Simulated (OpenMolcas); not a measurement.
Computed levels of 4f⁹ in ions with 63 electrons, in cm-1 above ⁶H°_15/2.

```yaml
Program: OpenMolcas
Method: MS-CASPT2, IPEA 0.25 Eh, imaginary shift 0.1 Eh
Basis: ANO-R2
Scalar_Hamiltonian: X2C, finite nucleus
Spin-orbit_coupling: state interaction with AMFI integrals over the reference wave functions, term energies averaged over their components
```

Active space for each ion: 9 electrons in 7 orbitals (4f); closed shells correlated by CASPT2: 5s 5p.

```
   Level   Tb2+   Ho4+
⁶H°_13/2   2960   4280
⁶H°_11/2   5030   7180
 ⁶H°_9/2   6650   9460
⁶F°_11/2   7040   9610
 ⁶H°_7/2   7920  11260
 ⁶F°_9/2   8210  11120
 ⁶H°_5/2   8880  12630
 ⁶F°_7/2   9830  13510
 ⁶F°_5/2  11030  15230
```

Problem. Estimate ⁶H°_5/2, ⁶F°_11/2, ⁶F°_9/2 for Dy3+ from its neighbours Tb2+ and Ho4+.

Solution. ⁶H°_5/2 is fine structure, which grows about as the fourth power of a screened charge, so the fourth roots are averaged: ((8880^0.25 + 12630^0.25) / 2)^4 = 10631. The calculation gives 10670, so the estimate is off by -0.4 %.
⁶F°_11/2 is another term, which grows about linearly with the charge: (7040 + 9610) / 2 = 8325. The calculation gives 8380, so the estimate is off by -0.7 %.
⁶F°_9/2 is another term, which grows about linearly with the charge: (8210 + 11120) / 2 = 9665. The calculation gives 9740, so the estimate is off by -0.8 %.

CASPT2 does not keep the components of a term degenerate, so their means are used; among the terms shown or strongly mixed into the levels shown the widest spread is 280 cm-1 (4f⁹ ⁶H°, Tb2+). Blocks of more than 70 roots (2S+1 = 4 odd, 2 odd) ran without multistate coupling. High states are left out of the spin-orbit mixing, which shifts the levels that they would mix with. Only configurations of the active space appear.

° marks odd parity.
